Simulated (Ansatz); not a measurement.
**GaH2O2F (SMILES [OH][Ga]([OH])[F]): name the method**

The species is GaH2O2F (6 atoms), meant as a singlet with charge 0. SMILES: `[OH][Ga]([OH])[F]`. The coordinates come from a PBE0-D4/def2-TZVP relaxation. This is one conformer, not always the lowest.

```xyz
6

O    -0.2972    1.3510   -0.5748
Ga   -0.0682   -0.3424   -0.1176
O     0.7944   -0.8423    1.3353
F    -0.7226   -1.5888   -1.1448
H    -0.7888    1.4590   -1.3928
H     1.1242   -0.1004    1.8485
```

Orbital energies are those of the mean-field step.

A calculation with Ansatz 0.2.0 gave:

```yaml
total_energy: -2175.4924 Eh
dipole_moment: 2.03 D
HOMO_energy: -9.06 eV
LUMO_energy: -1.11 eV
HOMO–LUMO_gap: 7.95 eV
largest_force: 0.170 eV/Å
```

Which of these levels gave the numbers?
A. HF/3-21G
B. CCSDTQ/ANO-RCC-MB
C. PBE0/def2-SVP
D. r2SCAN/def2-SVP

C. The others give -2162.5064 Eh (CCSDTQ/ANO-RCC-MB), -2162.9446 Eh (HF/3-21G), -2175.8785 Eh (r2SCAN/def2-SVP).
